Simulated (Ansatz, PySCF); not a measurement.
H2BO, SMILES `B[O+]` (lower singlet) (charge 1, multiplicity 1). This singlet lies 2.14 eV below the relaxed triplet at the level B3LYP-D3(BJ)/def2-TZVP (PySCF).

Computed with r2SCAN/cc-pVTZ // B3LYP-D3(BJ)/def2-TZVP (Ansatz, a quantum-chemistry and plane-wave program).

Ansatz 0.2 input:
```yaml
crystal:
  periodic: [false, false, false]
  atoms:
    - { symbol: B, position_ang: [0.339402, -0.010409, 0.005257] }
    - { symbol: O, position_ang: [1.522087, -0.046452, 0.023578] }
    - { symbol: H, position_ang: [-0.944134, -0.409479, -0.014648] }
    - { symbol: H, position_ang: [-0.917354, 0.46634, -0.014187] }
basis:
  gaussian: { orbitals: cc-pVTZ }
hamiltonian:
  xc: r2scan
total_charge: 1
```

Output:

```
Functional definition: r2SCAN
499 factors; their error is unknown
mean field evaluation 1: about -2722.8125 eV, gradient 1.1e2 eV
mean field evaluation 2: about -2508.0342 eV, gradient 2.2e2 eV
mean field evaluation 4: about -2743.0007 eV, gradient 1.9e1 eV
mean field evaluation 8: about -2743.6749 eV, gradient 1.9e-2 eV
mean field evaluation 16: about -2743.6580 eV, gradient 1.5e-5 eV
mean field -2743.65795534 eV, -100.8275701408 hartree, gradient 1.5e-5 eV, S^2 0.000000; 0 other end points of the search recorded, 0 dependent functions left out
reference -2743.65796405 eV, -100.8275704608 hartree; 7, 7 occupied and 81, 81 virtual orbitals, 499 factors
Total energy: -2743.65796405 eV, -100.8275704608 hartree
```
